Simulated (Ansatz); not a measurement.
`[CH3][AlH][CH2][GeH3]` + `OCBCl` → `ClBC[O][GeH3]` + `[CH3][AlH][CH3]`  (ligand exchange at a Ge–C bond)

Calculated with Ansatz (gas phase, PBE0-D4/def2-TZVP geometries, no zero-point term in ΔE). CBS: MP2 limit from def2 TZ/QZ plus the TZ coupled-cluster correction, frozen cores. Functionals use def2-TZVPP. B3LYP here is the variant with VWN-RPA as its local correlation; programs differ in this. For Ge outer-core shells are correlated without core-valence functions, which leaves a few kJ/mol of doubt a bond. Scalar relativity is left out up to krypton. One conformer a species, not always the lowest.

```tsv
level	ΔE (kcal/mol)
B3LYP-D4	-5.0
PBE	-2.5
```

Problem. What does CCSD(T)/CBS give? (An estimate is asked.)

Solution. Computed: -3.1 kcal/mol. The listed levels differ from it by -1.9, 0.6 kcal/mol.

Largest T1 diagnostic among the species: 0.012.

In def2-TZVPP, CCSD(T) changes the Hartree–Fock value by +3.9 kcal/mol (the triples alone add +0.3 kcal/mol) and MP2 by +4.0 kcal/mol.
